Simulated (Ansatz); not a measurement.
The same molecule with X = F, Cl, Br. Ansatz, PBE0-D4/def2-TZVP geometries, multiplicity 1.

Scalar relativity is left out up to krypton. Spin–orbit coupling is left out; it splits and shifts lone-pair levels of the heavy atoms by tenths of an eV.

```tsv
X	molecule	mean X–C bond length / Å	HOMO energy (ωB97M-V/def2-TZVPP) / eV	HOMO–LUMO gap (PBE/def2-TZVPP) / eV	HOMO–LUMO gap (ωB97M-V/def2-TZVPP) / eV
F	`C[CH](F)[GeH3]`	1.397	-10.36	6.69	12.67
Br	`C[CH]([GeH3])Br`	1.961	-9.80	5.16	11.51
```

Problem. Give the row for X = Cl, `C[CH](Cl)[GeH3]`. (An estimate is asked.)

Solution. Computed: 
```tsv
X	molecule	mean X–C bond length / Å	HOMO energy (ωB97M-V/def2-TZVPP) / eV	HOMO–LUMO gap (PBE/def2-TZVPP) / eV	HOMO–LUMO gap (ωB97M-V/def2-TZVPP) / eV
Cl	`C[CH](Cl)[GeH3]`	1.797	-10.04	5.93	12.13
```

From F to Br the mean X–C bond length rises at each step, by 0.564 Å in all; the HOMO energy (ωB97M-V/def2-TZVPP) rises at each step, by 0.56 eV in all; the HOMO–LUMO gap (PBE/def2-TZVPP) falls at each step, by 1.53 eV in all; the HOMO–LUMO gap (ωB97M-V/def2-TZVPP) falls at each step, by 1.16 eV in all. Bonds lengthen as the atom grows down the group.

Positive LUMOs are unbound, so they and the gaps depend on the basis.
